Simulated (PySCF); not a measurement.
A species of formula C3H7FOSi has this rotational fingerprint, computed with PBE0-D3(BJ)/def2-SVP geometry optimisation, gas phase (PySCF):

| Property | Result |
| --- | --- |
| Rotational constants | A = 3758, B = 2805, C = 1932 MHz |
| Dipole components | \|μa\| = 0.38 D, \|μb\| = 0.46 D, \|μc\| = 0.96 D |
| Inertial defect | -53.03 u·Å² |
| κ | -0.04 |

Question: Which candidate fits, each taken in the one conformer that was computed?
A. `C[Si@@H]1OC[C@@H]1F`
B. `[O:1]=[CH:2][C@@H:3]([F:4])[CH2:5][SiH3:6]` with O1–C2–C3–F4 -165°, C2–C3–C5–Si6 57°
C. `[CH3:1][C@@H:2]1[O:3][SiH2:4][C@@H:5]1[F:6]` with C1–C2–O3–Si4 -112°, C2–O3–Si4–C5 -7°, O3–Si4–C5–F6 122°, C1–C2–C5–Si4 112°

Answer: A. It is C[Si@@H]1OC[C@@H]1F, an asymmetric top, point group C1. The candidates at the same level (rigid rotor, commonest isotopes):

```
                 SMILES  A (MHz)  B (MHz)  C (MHz)  μa (D)  μb (D)  μc (D)  Δ (u·Å²)  point group           rotor
    C[Si@@H]1OC[C@@H]1F     3758     2805     1932    0.38    0.46    0.96    -53.03           C1  asymmetric top
C[C@@H]1O[SiH2][C@@H]1F     3788     2988     1953    0.10    0.43    0.75    -43.79           C1  asymmetric top
    O=C[C@@H](F)C[SiH3]     4084     2015     1423    0.75    0.86    0.35    -19.44           C1  asymmetric top
```

`C[C@@H]1O[SiH2][C@@H]1F` has B 6 % too high; `O=C[C@@H](F)C[SiH3]` has B 28 % too low. No structure here is proved a minimum.
